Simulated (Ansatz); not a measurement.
Cost and result for the atomization energy of C2H3AlTe (`[TeH][C]1=[CH][AlH]1`) (7 atoms, 7 bonds).

Charge 0, multiplicity 1. Correlated methods include outer-core shells of Te, which these sets cover unevenly. Te: def2 effective core potential. The geometry is a stationary point of PBE0-D4/def2-TZVP. Program: Ansatz. All runs use 2 threads of an Arm Neoverse V1 on a shared host. Times are those of one run each, without the atoms' runs, and a repeat can differ threefold. Electronic energies, without spin–orbit coupling; frozen cores. CCSD(T)/CBS adds CCSD(T) − MP2 in def2-TZVPP to the MP2 limit, and its time is that of the two runs behind it. T1 = 0.014. With those shells the extrapolation isn't a true limit. HSE06 is the plane-wave form, built on full-range PBE exchange.

CCSD(T)/CBS is a level of theory with its own doubt, some kJ/mol a heavy atom from the limit and from the frozen cores, so smaller differences don't rank the functionals.

```
                             level  functions  wall time
              revPBE-D4/def2-TZVPP        196      2.6 s
   PBE-D4/def2-TZVPP (with forces)        196      3.2 s
                PBE0-D4/def2-TZVPP        196      3.7 s
               HSE06-D4/def2-TZVPP        196      4.1 s
                  CCSD(T)/def2-SVP         87      4.7 s
               BHLYP-D4/def2-TZVPP        196      5.5 s
r2SCAN-D4/def2-TZVPP (with forces)        196      6.5 s
             r2SCANh-D4/def2-TZVPP        196      6.5 s
                ωB97X-V/def2-TZVPP        196       11 s
  ωB97M-V/def2-TZVPP (with forces)        196       15 s
                    MP2/def2-QZVPP        356       21 s
                CCSD(T)/def2-TZVPP        196       98 s
                 CCSD(T)/CBS(def2)          –      120 s
```

What atomization energy does each give, and how far from CCSD(T)/CBS? (An estimate is asked.)

Computed: 
| level | atomization (kcal/mol) | difference from CCSD(T)/CBS | per bond |
| --- | --- | --- | --- |
| revPBE-D4/def2-TZVPP | 541.8 | -0.1 | 0.0 |
| PBE-D4/def2-TZVPP (with forces) | 557.4 | 15.5 | 2.2 |
| PBE0-D4/def2-TZVPP | 543.2 | 1.3 | 0.2 |
| HSE06-D4/def2-TZVPP | 543.7 | 1.8 | 0.3 |
| CCSD(T)/def2-SVP | 503.9 | -38.0 | -5.4 |
| BHLYP-D4/def2-TZVPP | 517.2 | -24.7 | -3.5 |
| r2SCAN-D4/def2-TZVPP (with forces) | 544.2 | 2.3 | 0.3 |
| r2SCANh-D4/def2-TZVPP | 539.0 | -2.9 | -0.4 |
| ωB97X-V/def2-TZVPP | 539.9 | -2.0 | -0.3 |
| ωB97M-V/def2-TZVPP (with forces) | 537.8 | -4.1 | -0.6 |
| MP2/def2-QZVPP | 547.9 | 6.0 | 0.9 |
| CCSD(T)/def2-TZVPP | 523.0 | -18.9 | -2.7 |
| CCSD(T)/CBS(def2) | 541.9 | 0.0 | 0.0 |

From r2SCAN to r2SCAN0 (25 % exact exchange), in def2-TZVPP and without D4, the atomization energy moves by −12.9 kcal/mol: exact exchange takes away binding that semilocal exchange gives to molecules. The D4 term adds +7.1 kcal/mol with B3LYP and +3.7 kcal/mol with PBE0; it sums over pairs of atoms, weighted by their polarisabilities, and B3LYP, whose exchange is more repulsive, gets the larger term. At CCSD(T), def2-SVP lies −37.9 kcal/mol from the extrapolated value and def2-TZVPP −18.9 kcal/mol: correlation converges slowly with the basis, and small sets miss more of it in the bonded molecule than in its fragments.

B3LYP here is the variant with VWN-RPA as its local correlation; programs differ in this.

Spin–orbit coupling would lower the free Te atoms strongly, and the atomization energy with them, by more than many differences here.
